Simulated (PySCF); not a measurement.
Ga(I)(Me)2 (C₂H₆GaI), SMILES [CH3][Ga]([CH3])[I].

Coordinates come from a PBE0-D3(BJ)/def2-SVP optimisation. The structure was generated by enumeration; whether it is a known compound was not checked. The def2 effective core potentials stand for the cores of I; spin–orbit coupling is left out.

Calculation: PBE/def2-TZVP (PySCF).

Symmetry labels are those of the subgroup Cs that the program uses (full group Cs).

### Question
List the valence orbital energies around the gap with their symmetry. (The exact figures need the calculation; the answer reports its results.)

### Answer

```csv
orbital,symmetry,energy (eV)
HOMO−7,A',-10.03
HOMO−6,A',-9.96
HOMO−5,A",-9.85
HOMO−4,A",-9.76
HOMO−3,A",-7.24
HOMO−2,A',-7.08
HOMO−1,A',-6.35
HOMO,A",-5.99
LUMO,A',-1.92
LUMO+1,A',-0.96
LUMO+2,A',0.21
LUMO+3,A",0.85
```
